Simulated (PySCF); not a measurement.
Gas-phase reaction: GeBr2 + 4 H = GeH4 + Br2. Level: PBE0/def2-TZVP; standard pressure 1 bar.

Energies from PySCF, thermal terms from the rigid-rotor harmonic-oscillator model, ideal gas at 1 bar. Open shells (unrestricted): H (multiplicity 2); the rest are closed-shell singlets. Br, Ge: all electrons, no relativistic terms. The harmonic model lacks anharmonicity and excited electronic states, which grow with temperature; levels with a mode under 35 cm⁻¹ are left out. Soft modes under 120 cm⁻¹ make the harmonic entropy rough for GeBr2.

```csv
T (K),1000/T (1/K),log10 K
600,1.6667,39.95
800,1.2500,25.35
1000,1.0000,16.52
1200,0.8333,10.60
1400,0.7143,6.35
1600,0.6250,?
```

**Question.** Fit log10 K = a + b·(1000/T) to the five rows, get the mean ΔH° and ΔS°, and predict log10 K at 1600 K.

**Answer.** Means: 1000/T = 1.0929, log10 K = 19.754. Sums of products about the means: Sxy = 20.21917, Sxx = 0.573287, so b = Sxy/Sxx = 35.27 and a = 19.754 − (35.27)×1.0929 = -18.79.
ΔH° = −R ln 10 × 1000 K × b = −19.145 × (35.27) = -675 kJ; ΔS° = R ln 10 × a = -360 J/K. The run's own values go from -668 kJ and -348 J/K at 600 K to -685 kJ and -368 J/K at 1600 K.
Prediction at 1600 K: -18.79 + (35.27)×0.6250 = 3.25. The computed value is 3.16, 0.09 from the line.
For scale, ΔH°(298 K) is -654 kJ at this level, -679 kJ at ωB97M-V/def2-TZVP†, and runs from -763 to -474 kJ over the 20 levels computed († marks an energy on the PBE0/def2-TZVP geometry).
